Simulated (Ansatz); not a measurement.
```xyz
11

C     1.3721   -1.5386    0.1227
N     0.4509   -0.4901    0.3791
W    -0.2081    1.1201    0.2361
N    -2.0087    0.8677   -0.4439
O     0.6914    2.0411   -0.8891
F    -0.1882    1.9484    1.9236
H     1.8753   -1.8377    1.0478
H     0.8414   -2.4153   -0.2635
H     2.1310   -1.2443   -0.6103
H    -2.4886   -0.0168   -0.4916
H    -2.4685    1.5655   -1.0109
```

Charge 0, multiplicity 1. W takes the def2 core potential.

(1) List the r2SCAN/def2-TZVPP orbital energies in eV (Ansatz). (An estimate is asked.)

Results:

(1) Ansatz gave: Occupied: -665.88, -515.66, -385.74, -385.45, -274.11, -80.97, -44.85, -44.66, -44.50, -30.12, -23.65, -22.48, -22.29, -16.63, -13.25, -11.72, -11.64, -11.47, -11.25, -11.24, -10.63, -10.55, -9.29, -8.75, -8.49, -7.56, -6.88, -6.45. Lowest empty: -1.65, -1.48, -0.56, -0.37, -0.03, 0.56, 1.67, 1.97.
